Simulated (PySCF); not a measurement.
# `O=c1c(F)c1B(F)F`, C3BF3O

Cartesian coordinates in Å; atom numbers follow the order of the lines, from 1:
```xyz
8

O    -1.602    1.895    0.568
C    -1.180    0.810    0.319
C    -1.231   -0.579    0.096
F    -1.839   -1.721   -0.025
C    -0.009   -0.044   -0.001
B     1.520   -0.113   -0.257
F     2.012    0.220   -1.426
F     2.342   -0.461    0.703
```

The calculation used PySCF 2.14.0, quadratic response CAM-B3LYP/def2-TZVPD first hyperpolarisability, Taylor convention, gas phase. Geometry: PBE0-D3(BJ)/def2-SVP.

Question: Give the tensor of the second harmonic β(−2ω;ω,ω) at 1907 nm in the axes of these coordinates.

Answer: In au, Taylor convention; rows are the first index (the induced dipole):
```csv
,xx,yy,zz,xy,xz,yz
x,-138.3,-5.9,+4.4,+46.0,+33.5,-12.8
y,+45.8,+9.9,+7.9,-6.2,-12.9,+1.6
z,+33.4,+1.6,-1.7,-12.9,+4.4,+8.0
```
Norm of βᵢ = ⅓ Σⱼ (βᵢⱼⱼ + βⱼᵢⱼ + βⱼⱼᵢ): 157.4 au, hyper-Rayleigh value 69.1 au.
